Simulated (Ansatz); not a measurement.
```xyz
14

C     0.528   -1.993    0.213
Si   -0.716   -0.587    0.312
B    -0.081    1.084    1.263
C     0.336    1.610   -0.158
C    -0.517    0.697   -1.085
H     0.274   -2.670   -0.607
H     1.537   -1.613    0.039
H     0.538   -2.572    1.139
H    -2.080   -1.169    0.505
H    -0.014    1.636    2.320
H     1.396    1.302   -0.224
H     0.335    2.684   -0.377
H    -0.057    0.420   -2.035
H    -1.478    1.170   -1.304
```

The species carries charge 0 and has multiplicity 1.

(1) List the r2SCAN/def2-TZVPP orbital energies in eV (Ansatz 0.2.0). (Best estimate.)

Answers

(1) Computed: Occupied: -1790.25, -272.79, -272.65, -272.59, -180.35, -140.72, -95.59, -95.58, -95.56, -19.93, -18.06, -15.72, -13.20, -11.37, -10.97, -10.64, -10.22, -10.05, -8.97, -7.98, -7.75, -6.72, -6.12. Lowest empty: -2.39, 0.66, 1.09, 1.32, 1.78, 2.17, 2.57, 2.95.
